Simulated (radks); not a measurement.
Task: All-electron atom: Ir+ in [Xe] 4f14 5d7 6s1. Method: Dirac Kohn-Sham, BLYP, spin-unpolarised, spherical densities, finite nucleus; open shells are shared between the two j in proportion to 2j + 1; Fermi nuclear charge, rms radius 5.4032 fm; computed with a radial shooting solver on a logarithmic mesh with Libxc functionals. Some entries of the table are withheld. Estimate them.

orbital  occ.  eigenvalue (eV)  r(max) (bohr)
1s1/2       2        -75998.74        0.01082
2s1/2       2        -13292.51        0.06251
2p1/2       2        -12737.76        0.04620
2p3/2       4        -11109.79        0.05335
3s1/2       2        -3114.826         0.1759
3p1/2       2        -2865.370         0.1644
3p3/2       4        -2508.941         0.1790
3d3/2       4              (1)         0.1397
3d5/2       6              (2)         0.1437
4s1/2       2              (3)         0.3977
4p1/2       2              (4)         0.3964
4p3/2       4              (5)         0.4268
4d3/2       4        -307.7434         0.4210
4d5/2       6        -292.0886         0.4305
5s1/2       2        -105.9306         0.8913
5p1/2       2         -72.7949         0.9467
4f5/2       6         -71.8985         0.3925
4f7/2       8         -68.7787         0.3972
5p3/2       4         -59.1756          1.028
5d3/2     2.8         -15.9655            (6)
5d5/2     4.2         -14.7014            (7)
6s1/2       1         -13.5757          2.331

Result: 
(1) 3d3/2 eigenvalue (eV): -2090.840
(2) 3d5/2 eigenvalue (eV): -2013.803
(3) 4s1/2 eigenvalue (eV): -670.6073
(4) 4p1/2 eigenvalue (eV): -565.2105
(5) 4p3/2 eigenvalue (eV): -480.8690
(6) 5d3/2 r(max) (bohr): 1.276
(7) 5d5/2 r(max) (bohr): 1.317
